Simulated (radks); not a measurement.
Valence configurations of S III (all share [Ne]). All-electron calculation, Dirac Kohn-Sham, PBE, spin-unpolarised, spherical densities, finite nucleus; open shells fill j = l - 1/2 first; Fermi nuclear charge, rms radius 3.2611 fm. Program: a radial shooting solver on a logarithmic mesh with Libxc functionals. Energies are relative to 3s2 3p2; eigenvalues in eV.

valence      E (eV)  e(3p1/2)  e(3p3/2)  e(3s1/2)
3s2 3p2       0.000   -28.032         -   -39.368
3s1.5 3p2.5   5.733   -28.317   -28.201   -39.683
3s1 3p3      11.482   -28.596   -28.479   -39.990
3s0.5 3p3.5  17.245   -28.869   -28.750   -40.291
3p4          23.022   -29.135   -29.016         -

NIST lists [Ne] 3s2 3p2 as the ground configuration; this level of theory agrees among the configurations tried. The energies are those of spherical spin-averaged densities, not of single terms.
